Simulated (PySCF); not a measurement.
C5H8Si, SMILES C#C[C@@H]1C[C@@H]1[SiH3]. Atoms are numbered in the order given.

```xyz
14

C      1.8292     1.7898     0.4252
C      1.4434     0.6434     0.4482
C      0.9531    -0.7228     0.4774
C      0.5589    -1.4148    -0.8013
C     -0.5121    -1.0026     0.1761
Si    -1.6909     0.4005    -0.2241
H      2.1750     2.8082     0.4038
H      1.4147    -1.3475     1.2494
H      0.8009    -2.4777    -0.8905
H      0.6597    -0.8437    -1.7293
H     -0.9431    -1.8149     0.7727
H     -1.1312     1.2409    -1.3200
H     -1.9463     1.2473     0.9772
H     -2.9912    -0.1781    -0.6791
```
Charge 0, spin multiplicity 1.

The structure is a stationary point at ωB97X-D3(BJ)/def2-SVP. The structure was generated by enumeration; whether it is a known compound was not checked.

Two levels are set side by side: PBE/pcSseg-1 (PySCF) and PBE0/pcSseg-1 (PySCF). GIAO shifts against TMS (²⁹Si), TMS (¹H), TMS (¹³C) at the same level; non-relativistic, no solvent, atoms listed together averaged. Differences are taken from unrounded values.

| quantity | PBE0 | PBE | PBE minus PBE0 |
|---|---|---|---|
| δ(¹³C) of C1 (ppm) | 73.9 | 70.5 | -3.4 |
| δ(¹³C) of C2 (ppm) | 90.2 | 88.9 | -1.3 |
| δ(¹³C) of C3 (ppm) | 8.8 | 11.2 | 2.4 |
| δ(¹³C) of C4 (ppm) | 18.3 | 20.0 | 1.7 |
| δ(¹³C) of C5 (ppm) | 2.0 | 4.0 | 2.0 |
| δ(²⁹Si) of Si6 (ppm) | -58.1 | -61.6 | -3.5 |
| δ(¹H) of H7 (ppm) | 2.03 | 1.85 | -0.18 |
| δ(¹H) of H8 (ppm) | 1.80 | 1.92 | 0.12 |
| δ(¹H) of H11 (ppm) | 0.23 | 0.31 | 0.09 |

Rough cost on one machine, each run with all the roots and properties that it gave: PBE0 against PBE within a factor of 2.
